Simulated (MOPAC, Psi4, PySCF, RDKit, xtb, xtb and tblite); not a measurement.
Two geometries of SMILES CC/C=C\B(O)O (C4H9BO2), relaxed at GFN2-xTB with one dihedral held; other torsions can differ between them too.

Structure A

```
16

C     -2.5467    -0.0091     0.0015
C     -1.2856    -0.3809     0.7789
C     -0.1824     0.6397     0.6979
C     -0.3043     1.9635     0.7330
B     -1.5820     2.8459     1.0041
O     -1.8120     3.9129     0.2107
O     -2.4364     2.6417     2.0529
H     -3.0071     0.8908     0.3943
H     -3.2703    -0.8202     0.0569
H     -2.3008     0.1653    -1.0434
H     -0.9049    -1.3308     0.3973
H     -1.5477    -0.5444     1.8310
H      0.8025     0.2088     0.5530
H      0.6068     2.5355     0.5977
H     -2.5815     4.4245     0.4643
H     -2.2449     1.8826     2.6001
```

Structure B

```
16

C      2.3637    -0.2717    -0.3003
C      1.1575    -0.5267     0.6073
C      0.4343     0.7518     0.8868
C     -0.4284     1.3447     0.0625
B     -0.9723     0.8241    -1.3168
O     -0.5957    -0.3652    -1.8390
O     -1.8664     1.5595    -2.0477
H      3.0425     0.4476     0.1543
H      2.9057    -1.1979    -0.4754
H      2.0235     0.1219    -1.2534
H      0.4869    -1.2174     0.0966
H      1.4918    -0.9774     1.5436
H      0.7069     1.2434     1.8152
H     -0.8330     2.2986     0.3925
H     -1.0185    -0.5545    -2.6779
H     -2.1284     2.3964    -1.6691
```

**Question.** Which is lower in energy at the level B3LYP-D3(BJ)/def2-SVP // GFN2-xTB (Psi4), and by how much?

**Answer.** B is lower, by 2.35 kcal/mol (dihedral C1–C2–C3–C4: 40° in A, 80° in B).

E(B) − E(A) in kcal/mol at the other levels, on the same two geometries: GFN2-xTB (xtb and tblite) -1.77; B3LYP/def2-SVP // GFN2-xTB (Psi4) -2.72; PBE/def2-SVP // GFN2-xTB (Psi4) -2.46; PBE-D3(BJ)/def2-SVP // GFN2-xTB (Psi4) -2.23; UFF // GFN2-xTB (RDKit) -10.15; PM6, restricted, heats of formation // GFN2-xTB (MOPAC) -0.16; AM1, restricted, heats of formation // GFN2-xTB (MOPAC) -1.23; GFN1-xTB // GFN2-xTB (xtb) -3.00; restricted B3LYP/6-31G*, spherical d, density fitting // GFN2-xTB (PySCF) -3.14; restricted Hartree-Fock/6-31G*, spherical d, density fitting // GFN2-xTB (PySCF) -3.41; restricted Hartree-Fock/STO-3G // GFN2-xTB (PySCF) -3.31; restricted B3LYP/6-311+G**, spherical d, density fitting // GFN2-xTB (PySCF) -3.60.
